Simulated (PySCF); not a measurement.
An unknown is described by computed data only.

Formula: C2H3F3OSi.

- UV, strongest line: among the 10 lowest singlet transitions: S6 at 7.71 eV (161 nm, f = 0.251) [TDDFT PBE0/def2-SVPD]
- Triplet: lowest triplet excitation (Tamm–Dancoff): 2.68 eV [TDA PBE0/def2-SVPD]
- NMR, other nuclei: isotropic shieldings of nuclei other than C and H, by class: -420 (1 O), 257 (3 F), 441 (1 Si) ppm [GIAO KT2/pcSseg-2]
- Rotational structure: rotational constants A, B, C: 3.283, 1.620, 1.362 GHz [PBE0-D3(BJ)/def2-SVP]
- UV, first state: lowest singlet excitation: 3.41 eV (364 nm, f = 0.001) [TDDFT PBE0/def2-SVPD]
- 13C NMR: chemical shifts (computed TMS as zero) by class: 215.2 (1 C), 123.4 (1 C) ppm [GIAO KT2/pcSseg-2]
- Polarisability: 57.9 au [PBE0/def2-SVPD]

Electronic properties: PySCF, gas phase, density fitting. Levels stand in brackets. Geometry: PBE0-D3(BJ)/def2-SVP; no solvent, vibrations or thermal averaging. Each NMR value is the plain mean over a class of atoms that symmetry, rotation or inversion makes alike.

Q: What is the compound? Reason from the data.

A: Numbering: `[O:1]=[C:2]([SiH3:3])[C:4]([F:5])([F:6])[F:7]`. Its formula, C2H3F3OSi, gives 1 degree of unsaturation: 0 rings and 1 π bond in the structure found. 2 carbons fall into 2 classes; from least to most shielded: carbonyl carbon [C2] (215.2 ppm), CF3 carbon [C4] (123.4 ppm). The other shieldings belong to: -420 ppm, carbonyl oxygen [O1]; 257 ppm, fluorine of a CF3 group [F5/F6/F7]; 441 ppm, SiH3 silicon [Si3]. S1 is mainly HOMO→LUMO (weight 0.98); the largest Löwdin shares of the orbital it empties are 0.49 on the carbonyl oxygen, 0.17 on the carbonyl carbon, 0.12 on the SiH3 silicon and 0.09 on the CF3 carbon, of the orbital it fills 0.39 on the carbonyl carbon, 0.34 on the carbonyl oxygen, 0.10 on the SiH3 silicon and 0.05 on the CF3 carbon. By its constants the optimised geometry is an asymmetric top. Structure: `O=C([SiH3])C(F)(F)F`. The assignments are read from this structure; whether some other isomer fits the data as well wasn't checked.

Conformer computed: `[O:1]=[C:2]([SiH3:3])[C:4]([F:5])([F:6])[F:7]`: O1–C2–C4–F5 1°.
